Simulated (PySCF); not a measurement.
**`C#C[C@@H]1C[C@@H](F)[C@]1(F)Cl`, C6H5ClF2**

Molfile (atoms numbered from 1):
```
C6H5ClF2
     RDKit          3D

 14 14  0  0  0  0  0  0  0  0999 V2000
    2.5525    0.9629   -0.2836 C   0  0  0  0  0  0  0  0  0  0  0  0
    1.6158    0.4807    0.2837 C   0  0  0  0  0  0  0  0  0  0  0  0
    0.4820   -0.1075    0.9522 C   0  0  2  0  0  0  0  0  0  0  0  0
   -0.1912   -1.2682    0.1788 C   0  0  0  0  0  0  0  0  0  0  0  0
   -1.3648   -0.3473   -0.1813 C   0  0  1  0  0  0  0  0  0  0  0  0
   -2.6033   -0.8431    0.0882 F   0  0  0  0  0  0  0  0  0  0  0  0
   -0.8371    0.6978    0.8251 C   0  0  1  0  0  0  0  0  0  0  0  0
   -1.5312    0.7165    1.9897 F   0  0  0  0  0  0  0  0  0  0  0  0
   -0.7229    2.3636    0.2301 Cl  0  0  0  0  0  0  0  0  0  0  0  0
    3.3775    1.3893   -0.7714 H   0  0  0  0  0  0  0  0  0  0  0  0
    0.7304   -0.3252    1.9931 H   0  0  0  0  0  0  0  0  0  0  0  0
    0.3714   -1.6593   -0.6641 H   0  0  0  0  0  0  0  0  0  0  0  0
   -0.5088   -2.0801    0.8285 H   0  0  0  0  0  0  0  0  0  0  0  0
   -1.3709    0.0194   -1.2112 H   0  0  0  0  0  0  0  0  0  0  0  0
  1  2  3  0
  2  3  1  0
  3  4  1  0
  4  5  1  0
  5  6  1  0
  5  7  1  0
  7  8  1  1
  7  9  1  0
  7  3  1  0
  1 10  1  0
  3 11  1  1
  4 12  1  0
  4 13  1  0
  5 14  1  6
M  END
```

Theory: PySCF, GIAO BHandHLYP/pcSseg-1 magnetisability, rotational g tensor and spin-rotation constants, non-relativistic, gas phase. Geometry: GFN2-xTB.

Task: Give the nuclear spin-rotation constants along the inertial axes (H = +C I·J) beside the isotropic shieldings.

Result: Rotational constants 1.8469, 1.2509, 0.9312 GHz. A star marks the isotopologue with that one atom substituted, in its own axes.
```tsv
atom	isotope	Caa (kHz)	Cbb (kHz)	Ccc (kHz)	mean (kHz)	σ (ppm)
F6	19F	1.252	0.231	0.544	0.676	387.8
F8	19F	1.687	0.810	0.824	1.107	329.3
Cl9	35Cl	0.693	0.186	0.310	0.396	664.6
H10	1H	0.009	-0.146	-0.093	-0.076	29.7
H11	1H	-0.220	-0.131	0.044	-0.102	28.5
H12	1H	-0.168	-0.054	-0.051	-0.091	29.4
H13	1H	-0.118	-0.077	-0.058	-0.084	29.3
H14	1H	-0.211	-0.126	0.067	-0.090	26.8
C1	13C*	0.203	0.406	0.272	0.294	100.9
C2	13C*	0.062	0.461	0.303	0.276	102.0
C3	13C*	0.347	0.179	0.164	0.230	149.9
C4	13C*	0.234	0.245	0.164	0.214	152.2
C5	13C*	0.421	0.327	0.265	0.337	91.0
C7	13C*	0.513	0.388	0.257	0.386	70.6
```
For the geometry as given, no vibrational averaging.
